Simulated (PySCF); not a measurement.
AsN₂ + O₂ → AsO₂ + N₂

Level: PBE0 in the def2-TZVP basis family, all electrons, no relativity, computed in PySCF with density fitting; open shells unrestricted.

```csv
species,state and structure,E (Eh),ZPE (kJ/mol),H(298 K) − H(0) (kJ/mol),S° (J/(mol K))
AsN₂,"quartet, C2v, As–N 1.778 Å (×2); N–As–N 100.9°",-2344.82499,9.0,12.0,279.8
O₂,"triplet, D∞h, O–O 1.193 Å",-150.23561,10.3,8.7,204.9
AsO₂,"doublet, C2v, As–O 1.626 Å (×2); O–As–O 126.4°",-2385.89128,12.5,11.4,269.2
N₂,"singlet, D∞h, N–N 1.089 Å",-109.44629,14.9,8.7,191.4
```

What is the electronic reaction energy?

At PBE0/def2-TZVP, ΔE = -727.2 kJ/mol from the differences of the total energies times 2625.5, downhill. 

Add zero-point, thermal and entropy terms for 298.15 K and 1 bar.

ΔZPE = 8.1 and Δ[H(298) − H(0)] = -0.6 kJ/mol give ΔH° = -719.7 kJ/mol. ΔS° = -24.1 J/(mol K), so ΔG° = -719.7 − 298.15 × (-0.0241) = -713 kJ/mol.

Some spin contamination: AsN₂ (⟨S²⟩ 3.95). Each species is the lowest minimum found with this bonding; other isomers or fragments can lie lower.
